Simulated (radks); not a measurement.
Problem. All-electron atom: the gadolinium ion Gd45+ in [Ar] 3d1. Method: Dirac Kohn-Sham, PBE, spin-unpolarised, spherical densities, point nucleus; open shells are shared between the two j in proportion to 2j + 1; computed with a radial shooting solver on a logarithmic mesh with Libxc functionals. Some entries of the table are withheld. Estimate them.

| orbital | occ. | eigenvalue (hartree) | r(max) (bohr) |
|---|---|---|---|
| 1s1/2 | 2 | -1941.419 | 0.01391 |
| 2s1/2 | 2 | (1) | 0.07886 |
| 2p1/2 | 2 | (2) | 0.05959 |
| 2p3/2 | 4 | (3) | 0.06534 |
| 3s1/2 | 2 | (4) | 0.2146 |
| 3p1/2 | 2 | (5) | 0.2010 |
| 3p3/2 | 4 | (6) | 0.2116 |
| 3d3/2 | 0.4 | -132.4391 | 0.1644 |
| 3d5/2 | 0.6 | -130.9363 | 0.1673 |

Solution. 
(1) 2s1/2 eigenvalue (hartree): -402.9170
(2) 2p1/2 eigenvalue (hartree): -388.5250
(3) 2p3/2 eigenvalue (hartree): -362.5510
(4) 3s1/2 eigenvalue (hartree): -152.5231
(5) 3p1/2 eigenvalue (hartree): -146.9957
(6) 3p3/2 eigenvalue (hartree): -140.6126
